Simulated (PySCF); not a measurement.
## Calculated data, BH2NOSi, CH7NSi2, C2H4BO, Al2H3O and others

Calculation on a computer-drawn molecule: optimised geometry and harmonic frequencies of an isolated molecule of the commonest isotopes, restricted reference for singlets and unrestricted otherwise, frozen core in MP2. Program: PySCF 2.14.0.

```json
{"entry": 1, "formula": "BH2NOSi", "start_structure": {"atoms_angstrom": [["B", -2.0041, 0.0939, -0.165], ["N", -1.1363, 0.8181, 0.1844], ["Si", 0.1328, 1.893, 0.6957], ["O", 1.3948, 0.8431, 0.62], ["H", -2.8698, -0.5092, -0.4942], ["H", 2.3493, 1.1182, 0.8215]]}, "given": {"charge": 0, "multiplicity": 1, "method": "HF", "basis": "cc-pV(D+d)Z", "drawn_bonds_atom": [1, 2, 3, 1, 4], "drawn_bonds_other_atom": [2, 3, 4, 5, 6], "drawn_bonds_order": [2, 1, 1, 1, 1]}, "results": {"optimised_atom_element": ["B", "N", "Si", "O", "H", "H"], "optimised_atom_x [angstrom]": [-2.059, -1.047, 0.1743, 1.493, -3.007, 2.314], "optimised_atom_y [angstrom]": [0.1085, 0.7479, 1.833, 0.8321, -0.4967, 1.232], "optimised_atom_z [angstrom]": [-0.175, 0.1747, 0.6865, 0.6156, -0.5044, 0.865], "modes_frequency [cm^-1]": [135.2, 158.5, 390.7, 535.2, 716.8, 821.5, 839.2, 875.8, 922.7, 1950, 2988, 4156], "modes_reduced_mass [dalton]": [3.987, 4.134, 7.177, 1.109, 6.092, 1.354, 1.358, 7.787, 1.328, 5.306, 1.19, 1.067], "rotational_constants [GHz]": [22.51, 3.915, 3.335], "total_energy [hartree]": -444.1586, "convergence_status_largest_gradient_component [hartree/bohr]": 1.157e-05}}
{"entry": 2, "formula": "CH7NSi2", "start_structure": {"atoms_angstrom": [["C", -1.161, -1.0811, 2.0497], ["Si", -1.0906, -1.7459, 0.2654], ["N", -0.4134, -0.6285, -0.7914], ["Si", -0.0652, 0.9148, -1.2622], ["H", -1.8218, -0.2147, 2.1099], ["H", -0.1499, -0.798, 2.3857], ["H", -1.5572, -1.8185, 2.73], ["H", -0.2483, -2.9731, 0.2158], ["H", -2.4503, -2.0015, -0.0952], ["H", 0.7357, 1.1297, -2.4002], ["H", -0.5496, 2.1327, -0.6768]]}, "given": {"charge": 0, "multiplicity": 1, "method": "HF", "basis": "cc-pV(D+d)Z", "drawn_bonds_atom": [1, 2, 3, 1, 1, 1, 2, 2, 4, 4], "drawn_bonds_other_atom": [2, 3, 4, 5, 6, 7, 8, 9, 10, 11], "drawn_bonds_order": [1, 1, 2, 1, 1, 1, 1, 1, 1, 1]}, "results": {"optimised_atom_element": ["C", "Si", "N", "Si", "H", "H", "H", "H", "H", "H", "H"], "optimised_atom_x [angstrom]": [-1.415, -0.8766, -0.214, -0.008437, -2.188, -0.5702, -1.823, 0.1407, -2.055, -0.7841, 1.022], "optimised_atom_y [angstrom]": [-1.223, -1.572, -0.1823, 0.9524, -0.4497, -0.88, -2.126, -2.655, -2.095, 1.154, 1.994], "optimised_atom_z [angstrom]": [2.149, 0.3846, -0.3396, -1.381, 2.177, 2.753, 2.614, 0.3942, -0.3633, -2.62, -1.238], "modes_frequency [cm^-1]": [60.84, 62.38, 159.1, 187.0, 289.3, 535.2, 601.9, 725.8, 751.3, 761.7, 797.7, 818.4, 945.0, 1007, 1054, 1103, 1386, 1458, 1550, 1554, 2243, 2276, 2338, 2363, 3162, 3241, 3248], "modes_reduced_mass [dalton]": [2.755, 1.884, 1.341, 1.263, 3.5, 1.094, 4.916, 2.886, 1.258, 1.192, 1.232, 1.428, 1.269, 1.191, 1.064, 1.067, 1.266, 13.44, 1.051, 1.05, 1.046, 1.032, 1.047, 1.038, 1.035, 1.101, 1.102], "rotational_constants [GHz]": [14.01, 1.924, 1.778], "total_energy [hartree]": -674.2711, "convergence_status_largest_gradient_component [hartree/bohr]": 2.09e-05}}
{"entry": 3, "formula": "C2H4BO", "start_structure": {"atoms_angstrom": [["B", -1.1264, 1.2999, 1.9835], ["C", -1.6181, 0.3193, 1.2482], ["O", -1.8183, -1.0591, 1.4269], ["C", -1.5385, -1.5998, 2.5809], ["H", -0.7092, 2.2867, 2.5248], ["H", -2.006, 0.5344, 0.2451], ["H", -0.9143, -1.0012, 3.3495], ["H", -1.5031, -2.6364, 2.6417]]}, "given": {"charge": 0, "multiplicity": 2, "method": "HF", "basis": "cc-pVDZ", "drawn_bonds_atom": [1, 2, 3, 1, 2, 4, 4], "drawn_bonds_other_atom": [2, 3, 4, 5, 6, 7, 8], "drawn_bonds_order": [2, 1, 1, 1, 1, 1, 1]}, "results": {"optimised_atom_element": ["B", "C", "O", "C", "H", "H", "H", "H"], "optimised_atom_x [angstrom]": [-1.243, -1.635, -1.89, -1.472, -0.911, -1.783, -0.4819, -1.817], "optimised_atom_y [angstrom]": [1.313, 0.2769, -1.034, -1.491, 2.239, 0.5084, -1.178, -2.492], "optimised_atom_z [angstrom]": [2.039, 1.184, 1.455, 2.656, 2.68, 0.1347, 2.979, 2.873], "modes_frequency [cm^-1]": [203.3, 217.4, 343.7, 534.1, 594.7, 803.0, 834.4, 869.2, 1050, 1194, 1285, 1414, 1561, 1647, 2947, 3244, 3327, 3402], "modes_reduced_mass [dalton]": [1.662, 2.714, 1.329, 2.249, 1.296, 1.513, 1.4, 1.782, 4.141, 1.678, 1.435, 2.665, 1.252, 3.174, 1.128, 1.051, 1.085, 1.118], "rotational_constants [GHz]": [21.35, 6.751, 5.214], "total_energy [hartree]": -177.4696, "spin_squared": 0.7804, "convergence_status_largest_gradient_component [hartree/bohr]": 3.73e-05}}
{"entry": 4, "formula": "Al2H3O", "start_structure": {"atoms_angstrom": [["O", 1.1083, -1.0179, 1.1973], ["Al", 1.7367, 0.2911, 0.3948], ["Al", 0.8806, 2.2449, 1.9891], ["H", 1.0887, -1.9579, 1.0995], ["H", 2.581, 0.5245, -0.887], ["H", 0.3291, 3.3093, 2.9888]]}, "given": {"charge": 1, "multiplicity": 1, "method": "MP2", "basis": "cc-pV(D+d)Z", "drawn_bonds_atom": [1, 2, 1, 2, 3], "drawn_bonds_other_atom": [2, 3, 4, 5, 6], "drawn_bonds_order": [1, 1, 1, 1, 1]}, "results": {"optimised_atom_element": ["O", "Al", "Al", "H", "H", "H"], "optimised_atom_x [angstrom]": [1.072, 1.774, 0.8953, 1.067, 2.621, 0.2946], "optimised_atom_y [angstrom]": [-0.91, 0.3163, 2.208, -1.87, 0.4641, 3.185], "optimised_atom_z [angstrom]": [1.268, 0.3396, 1.961, 1.145, -0.9574, 3.026], "modes_frequency [cm^-1]": [53.28, 335.8, 346.2, 388.3, 434.7, 483.2, 555.1, 621.1, 886.8, 2044, 2071, 3880], "modes_reduced_mass [dalton]": [4.469, 6.124, 1.056, 1.277, 1.187, 1.187, 1.051, 1.343, 5.694, 1.046, 1.046, 1.068], "rotational_constants [GHz]": [15.45, 3.496, 2.851], "total_energy [hartree]": -560.5390, "convergence_status_largest_gradient_component [hartree/bohr]": 2.58e-05}}
{"entry": 5, "formula": "AlBClH4N", "start_structure": {"atoms_angstrom": [["N", -0.5561, 0.7772, 0.2566], ["B", -1.4278, -0.2015, 0.0234], ["Al", -2.7088, -1.8177, -0.3087], ["Cl", -1.2201, -1.6485, 1.2999], ["H", -0.4818, 1.6121, -0.2597], ["H", 0.1311, 0.7532, 1.0634], ["H", -4.1572, -1.8707, 0.3103], ["H", -2.4033, -3.0381, -1.1886]]}, "given": {"charge": 0, "multiplicity": 1, "method": "HF", "basis": "cc-pV(D+d)Z", "drawn_bonds_atom": [1, 2, 2, 1, 1, 3, 3], "drawn_bonds_other_atom": [2, 3, 4, 5, 6, 7, 8], "drawn_bonds_order": [1, 1, 1, 1, 1, 1, 1]}, "results": {}}
```

Questions
1. Estimate the total energy of AlBClH4N (entry 5).
2. Estimate the rotational constants of AlBClH4N (entry 5).

## Answers
1. -782.9596 hartree
2. 5.74, 2.663, 1.869 GHz

Further results for AlBClH4N (entry 5):

- convergence status largest gradient component: 2.263e-05 hartree/bohr

Optimised structure:
```xyz
8
AlBClH4N
N     -0.6562     0.6015     0.2883
B     -1.2187    -0.6378     0.5520
Al    -2.7921    -1.7255    -0.4338
Cl    -0.5182    -1.5233     1.9862
H     -0.9514     1.1852    -0.4657
H      0.0827     0.9903     0.8408
H     -4.3077    -1.5359    -0.0083
H     -2.4623    -2.7885    -1.5628
```

Modes:
```
frequency (cm⁻¹)  reduced mass (dalton)
           40.99                  1.041
           120.8                  5.724
           282.6                   1.73
           305.6                  4.113
           473.5                  6.758
           543.3                  1.209
           577.9                  1.945
           617.9                  1.232
           644.6                  1.097
           727.1                  2.958
           851.4                  1.097
            1100                   1.73
            1385                  4.326
            1745                  1.232
            1965                  1.058
            1972                  1.027
            3797                  1.052
            3910                  1.098
```
